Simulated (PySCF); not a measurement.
Input for PySCF: R-HF/3-21G on CdF2 (SMILES [F][Cd][F]), a point of a bond scan (R = 1.933 Å).

```python
from pyscf import gto, scf, dft, mp
from pyscf.data.elements import chemcore

mol = gto.M(
    atom='''
    Cd    0.00000000    0.00000000    0.00000000
    F    -0.00000000   -0.00000000   -1.93349306
    F     0.00000000    0.00000000    1.93349306
    ''',
    basis='3-21g',
    charge=0, spin=0, verbose=3, max_memory=1800)
mf = scf.RHF(mol)
mf.conv_tol = 1e-8
mf.max_cycle = 100
mf.kernel()
if not mf.converged:
    mf = mf.newton().run(mf.mo_coeff, mf.mo_occ)
```

Program output:

```
converged SCF energy = -5637.66465910898
```

The calculation finished and met its thresholds.

Cost: around 0.4 core-seconds (rough).
